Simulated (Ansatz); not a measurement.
A made-up structure of MgZnF2, singlet:

F1  (3.261, -2.440, -1.120)
Mg2  (-1.025, 0.702, 0.292)
Zn3  (1.018, -0.693, -0.289)
F4  (2.444, -1.670, -0.695)
(Å)

It is relaxed with PBE-D4/def2-SVP and then PBE0-D4/def2-TZVP (Ansatz 0.2.0). Atoms count as bonded within 1.22 times the sum of their covalent radii (H–H: 0.88 Å). The end point is not checked to be a true minimum.

(1) Does its bonding change? (Judge from chemistry; the calculation decides.)

## Answers

(1) The calculation gives: Yes. Formed: none; broken: F1–F4.

Where it ends: The first stage lowers the energy by 5.02 eV in 8 steps. It ends as a complex of MgZnF + F:
```
4
angstrom
F 3.9066 -2.8074 -1.2369
Mg -1.2440 0.9186 0.4142
Zn 0.8293 -0.6047 -0.2713
F 2.2067 -1.6076 -0.7186
```

For scale, one of the runs: PBE0-D4/def2-TZVP relaxation, 142 basis functions, launched by `ansatz run in.yaml --threads 2 --pin off --events-out ev --progress --plain --max-ram 4352MiB`. The run took about 19 s on 2 CPU threads of an Intel Xeon Platinum 8375C (shared host).
